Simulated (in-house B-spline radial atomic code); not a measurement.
Configurations of the dysprosium ion Dy⁵⁺, with energies counted from [Kr] 4d10 4f8 5s2 5p5. Computed with an all-electron radial atomic-structure program (B-spline basis): scalar-relativistic (X2C) PBE0, spin-polarised, spherical fractional occupations, exact exchange averaged over the configuration, Fermi nucleus of rms radius 5.2218 fm. Shells without spins written out take the highest spin.

Occupations are held fixed; configurations that lie above the ionisation limit could autoionise.

```
            configuration  E - E(ref) (eV)  highest orbital  its <r> (bohr)
                 [Xe] 4f7          -13.653            4f up          0.7168
[Kr] 4d10 4f7 5s2 5p5 6d1           47.572            6d up           3.593
[Kr] 4d10 4f8 5s2 5p4 6p1           48.003            6p up           2.902
[Kr] 4d10 4f8 5s2 5p4 6d1            58.76            6d up           3.623
 [Kr] 4d9 4f8 5s2 5p5 5f1           200.96            5f up           2.787
```

**Question.** Order these further configurations by energy, lowest first.
A. [Kr] 4d10 4f7 5s2 5p5 5d1
B. [Kr] 4d10 4f9 5s2 5p4
C. [Kr] 4d10 4f8 5s2 5p4 6f1
D. [Kr] 4d9 4f8 5s2 5p5 6d1
E. [Kr] 4d9 4f8 5s2 5p5 6p1

**Answer.** B (16.201 eV), A (18.052 eV), C (69.21 eV), E (191.03 eV), D (201.9 eV).

**Question.** How far above the reference does [Kr] 4d9 4f8 5s2 5p5 5d1 lie?

**Answer.** 172.31 eV; its least bound orbital is 5d up with <r> = 1.718 bohr.

**Question.** Is the reference the lowest configuration at this level of theory?

**Answer.** No: [Xe] 4f7 lies 13.65 eV lower with this functional.
